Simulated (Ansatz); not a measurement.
All numbers were calculated with Ansatz.

Basis-set series for CH5InO, SMILES `C[O][InH2]`. Total charge 0; spin multiplicity 1. In takes the def2 core potential. All single points use the PBE0-D4/def2-TZVP geometry.

Z-matrix (Å, degrees):
```
C
O 1 1.398
H 1 1.101 2 113.8
H 1 1.098 2 110.4 3 120.7
H 1 1.098 2 110.4 3 -120.7
In 2 1.987 1 123.8 3 0.4
H 6 1.713 2 112.1 1 -0.0
H 6 1.703 2 111.6 1 180.0
```

```json
{"functional": "PBE0-D4", "basis": "def2-SVP", "functions": "79", "energy (Eh)": "-306.21512", "HOMO (eV)": "-7.14", "LUMO (eV)": "-1.42"}
{"functional": "PBE0-D4", "basis": "def2-TZVPP", "functions": "182", "energy (Eh)": "-306.36345", "HOMO (eV)": "-7.29", "LUMO (eV)": "-1.52"}
{"functional": "ωB97M-V", "basis": "def2-SVP", "functions": "79", "energy (Eh)": "-306.23158", "HOMO (eV)": "-9.50", "LUMO (eV)": "0.15"}
{"functional": "ωB97M-V", "basis": "def2-TZVPP", "functions": "182", "energy (Eh)": "-306.38644", "HOMO (eV)": "-9.68", "LUMO (eV)": "-0.11"}
```

(1) Give the rows for def2-QZVPP. (Best estimate.)

Answers

(1) The calculation gave: 
| functional | basis | functions | energy (Eh) | HOMO (eV) | LUMO (eV) |
| --- | --- | --- | --- | --- | --- |
| PBE0-D4 | def2-QZVPP | 346 | -306.37250 | -7.33 | -1.55 |
| ωB97M-V | def2-QZVPP | 346 | -306.39540 | -9.72 | -0.17 |
